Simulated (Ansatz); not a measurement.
Z-matrix (Å, degrees):
```
Al
N 1 1.7744
H 2 1.0069 1 125.02
H 2 1.0069 3 109.98 1 -179.92
N 1 1.7745 2 119.97 3 170.33
H 5 1.0069 1 125.03 2 170.22
H 5 1.0069 6 109.99 1 179.89
N 1 1.7745 2 119.99 3 -9.70
H 8 1.0069 1 125.04 2 170.31
H 8 1.0069 9 109.99 1 -179.92
```
Charge 0, multiplicity 1.

Calculation: frozen-core CCSD(T)/cc-pVTZ // B3LYP-D3(BJ)/def2-TZVP run with Ansatz (an electronic-structure program).

* **HF energy**: -408.95919 Ha
* **MP2 correlation energy**: -0.72855 Ha

Task: Estimate the CCSD correlation energy, the (T) correction, the total energy and the T1 diagnostic.

Result: 
```json
{
  "CCSD correlation energy": "-0.75502 Ha",
  "(T) correction": "-0.02765 Ha",
  "CCSD(T) total energy": "-409.74186 Ha",
  "T1 diagnostic": "0.009"
}
```
